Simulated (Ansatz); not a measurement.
A structure relaxed at PBE0-D4/def2-TZVP, charge 0, multiplicity 1:

Cartesian coordinates in Å:
```
F -1.4047 0.0883 -1.1306
Si 0.0189 0.3385 -0.4497
Se -0.0005 -0.1107 1.7632
H 0.9865 -0.5315 -1.1518
H 0.3397 1.7768 -0.5716
H 0.0602 -1.5614 1.5406
```

Question: Give its formula and SMILES.

Answer: FH3SeSi, `F[SiH2][SeH]`.

Question: Summarise the bond lengths by kind.

Answer: 1 × F–Si 1.598 Å; 1 × Se–Si 2.258 Å; 2 × H–Si 1.479 Å; 1 × H–Se 1.469 Å.

Results of the Gaussian-basis code of Ansatz.
